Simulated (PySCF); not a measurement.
PySCF 2.14 output of an unrestricted revPBE calculation on a single atom or ion in aug-cc-pwCVTZ-DK3 with one added diffuse shell each of s, p, d, f type (11s10p8d5f1g, 125 functions), with scalar relativity by spin-free X2C-1e:

```
SCF conv_tol = 1e-09
number electrons alpha = 26  beta = 23
    Y. Zhang and W. Yang.,  Phys. Rev. Lett. 80, 890 (1998)
    J. P. Perdew, K. Burke, and M. Ernzerhof.,  Phys. Rev. Lett. 77, 3865 (1996)
    J. P. Perdew, K. Burke, and M. Ernzerhof.,  Phys. Rev. Lett. 78, 1396 (1997)
cycle= 1 E= -6479.16770500613  delta_E= -0.0169  |g|= 0.0585  |ddm|= 0.563
cycle= 2 E= -6479.16780497319  delta_E= -0.0001  |g|= 0.0157  |ddm|= 0.0744
cycle= 3 E= -6479.16781239862  delta_E= -7.43e-06  |g|= 0.00435  |ddm|= 0.00943
cycle= 4 E= -6479.16781430269  delta_E= -1.9e-06  |g|= 0.00033  |ddm|= 0.00325
cycle= 5 E= -6479.16781432007  delta_E= -1.74e-08  |g|= 3.5e-05  |ddm|= 0.000333
cycle= 6 E= -6479.1678143203  delta_E= -2.3e-10  |g|= 1.67e-06  |ddm|= 6.13e-05
converged SCF energy = -6479.1678143203  <S^2> = 3.7512848  2S+1 = 4.0006424
```

The run itself started from symmetry-adapted Hartree-Fock orbitals and held the occupation by maximum overlap, on a logarithmic radial grid, so the iterations belong to that start.

Task: Which element, charge and spin multiplicity is this?

Result: Sb²⁺ (antimony, charge +2), multiplicity 4; the state was [Kr] 4d10 5s1 5p2, high-spin 4P determinant (an excited configuration).
